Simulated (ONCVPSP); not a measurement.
## Cutoff test, iron (Fe), ONCV

Fe, optimised norm-conserving Vanderbilt (ONCV), made with ONCVPSP 4.0.1 (PBE, scalar-relativistic). Core [Ne], reference 3s2 3p6 3d6 4s2. Waves: 3s+4s: rc 1.25 bohr, ncon 3, nbas 7, qcut 9.6 1/bohr, 3 projectors, debl 0.9 Ha; 3p: rc 1.10 bohr, ncon 3, nbas 7, qcut 10.7 1/bohr, 2 projectors, debl 2.1 Ha; 3d: rc 1.65 bohr, ncon 4, nbas 9, qcut 8.9 1/bohr, 2 projectors, debl 0.6 Ha. Local part: polynomial inside 0.70 bohr (lpopt 2, dvloc0 0 Ha). Core correction: polynomial model core, fcfact 0.5.

In the p channel the program set the typed energies aside and used -2.207, 0.250 Ha.

For each optimised wave give the share of its norm inside rc, the residual kinetic energy above qcut (Ha) and the cutoffs (Ha) for errors of 10, 1, 0.1 and 0.01 mHa per electron.

```
         wave  norm inside rc  residual KE  10 mHa  1 mHa  0.1 mHa  0.01 mHa
           3s           0.915      2.7e-06    23.0   31.6     37.7      42.7
           4s           0.033      1.0e-06     7.7   26.2     34.6      40.8
s projector 3           0.036      1.7e-06     9.2   27.8     36.1      42.0
           3p           0.789      4.6e-07    26.2   33.5     39.9      45.1
p projector 2           0.050      2.9e-07    20.1   28.1     34.9      40.8
           3d           0.822      2.7e-05    28.6   33.4     37.6      66.7
d projector 2           0.064      9.7e-06    24.3   30.8     35.6      39.8
```

The occupied waves need 34 Ha and 40 Ha for 1 and 0.1 mHa.
